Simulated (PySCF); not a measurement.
Pb(Br)3, Br3Pb (anion, charge -1), SMILES [Br][Pb-]([Br])[Br], B3LYP/def2-SVP optimised geometry.

```
4

Pb    -1.09    -1.36     0.00
Br     1.70    -1.36     0.00
Br    -1.71    -2.14     2.60
Br    -1.70     1.36     0.00
```

Density from PySCF with B3LYP/def2-TZVPD, def2 effective core potentials past Kr at that geometry. The core electrons that the potentials of Pb replace are not part of the density.

Minimum of the electron density along straight lines between bonded atoms, close to the bond critical point (lines longer than 1.1 times the sum of covalent radii, or with two minima, are not listed):

| bond | length / Å | ρ at the minimum / e bohr⁻³ | ∇²ρ there / e bohr⁻⁵ | position (fraction from the first atom) |
|---|---|---|---|---|
| Pb1–Br2 | 2.786 | 0.049 | 0.08 | 0.48 |
| Pb1–Br3 | 2.787 | 0.048 | 0.08 | 0.48 |
| Pb1–Br4 | 2.786 | 0.048 | 0.08 | 0.48 |
